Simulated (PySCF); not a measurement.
**H₃Ge, SMILES `[GeH3]` (charge 0, multiplicity 2)**

All values below come from PBE0-D4/def2-TZVP in PySCF.

```
Property                                             Result
-----------------------------  ----------------------------
highest occupied spin orbital                      -6.29 eV
dipole moment                                        0.04 D
total energy                                  -2078.4808 Ha
cost                           very roughly 50 core-seconds
```

Bonds (Å): Ge1–H2 1.539, Ge1–H3 1.539, Ge1–H4 1.539. Angles (°): H2–Ge1–H3 111.1, H2–Ge1–H4 111.1, H3–Ge1–H4 111.1.
Charge 0, spin multiplicity 2.
